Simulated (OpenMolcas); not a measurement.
# Co2+, Rh2+, Ir2+: d⁷ down the group

* Program: OpenMolcas 26.06
* Method: MS-CASPT2, IPEA 0.25 Eh, imaginary shift 0.1 Eh
* Basis: ANO-RCC-VQZP
* Scalar Hamiltonian: DKH2, point nucleus
* Spin-orbit coupling: state interaction with AMFI integrals over the reference wave functions, term energies averaged over their components

Active space for each ion: 7 electrons in 5 orbitals (d); closed shells correlated by CASPT2: Co2+ 3s 3p; Rh2+ 4s 4p; Ir2+ 5s 5p.

Computed levels in cm-1 above ⁴F_9/2:

```csv
Level,Co2+,Rh2+,Ir2+
⁴F_7/2,826,2130,7750
⁴F_5/2,1431,3480,9260
⁴P_5/2,15510,11720,14510
⁴P_1/2,16140,13100,17600
²G_9/2,16190,13250,16080
²G_7/2,16970,15320,21800
²P_1/2,20240,18360,28470
²H_11/2,22500,17930,21670
²D_5/2(1),22620,18760,24870
weight of ⁴F in the lowest level (%),100,98,85
```

Mixed levels, with the weight of the term that names them: Ir2+ ⁴F_5/2 (63 %), Ir2+ ⁴P_1/2 (70 %), Ir2+ ²G_9/2 (61 %), Ir2+ ²P_1/2 (70 %), Ir2+ ²D_5/2(1) (74 %).

Measured, with the error of the calculation in %. Measured levels: Co2+ from Sugar and Corliss, J. Phys. Chem. Ref. Data 10, 1097 (1981); Rh2+ from the list in Shadmi, J. Res. Natl. Bur. Stand. 70A, 435 (1966).

| Level | Co2+ | Rh2+ |
| --- | --- | --- |
| ⁴F_7/2 | 841 (-1.8) | 2148 (-0.8) |
| ⁴F_5/2 | 1451 (-1.4) | 3486 (-0.3) |
| ⁴P_5/2 | 15202 (+2.0) | 11062 (+5.9) |
| ⁴P_1/2 | 15811 (+2.1) |  |
| ²G_9/2 | 16978 (-4.6) |  |
| ²G_7/2 | 17766 (-4.5) |  |
| ²H_11/2 | 22720 (-1.0) |  |
| ²D_5/2(1) | 23059 (-1.9) |  |

The fine-structure level ⁴F_5/2 changes by a factor of 6.47 from Co2+ to Ir2+.

Without spin-orbit coupling ⁴P lies 14970, 10350, 9000 cm-1 above ⁴F in that order; the difference to the level ⁴P_5/2, of either sign, comes from spin-orbit coupling, which also lowers the zero.

Term energies are means over components that CASPT2 splits; among the terms shown or strongly mixed into the levels shown the widest spread is 1200 cm-1 (3d⁷ ⁴F, Co2+). The CASPT2 spread within a term exceeds the gap to the next term for 3d⁷ ²H and 3d⁷ ²D(1), so the order of their levels is uncertain (figures for Co2+; the like holds for Ir2+). Levels of configurations with an s electron are missing; early in the row they begin among the upper levels of the d shell and mix with terms of their name (holds for Rh2+). Configurations with an s electron lie low in 5d ions of this charge, fall among these levels and mix in, so low-spin terms can stand far too high, up to twice their true height, and weights are not those of the real levels (holds for Ir2+). Computed and measured levels are paired by configuration, term and J; levels that our copy of the source lacks, or whose pairing is in doubt (as where it misses far off the trend of its configuration), stay unpaired and out of the deviations. Levels of configurations outside the active space are missing.

A number in round brackets counts repeated terms of one configuration in the order of the reference energies.
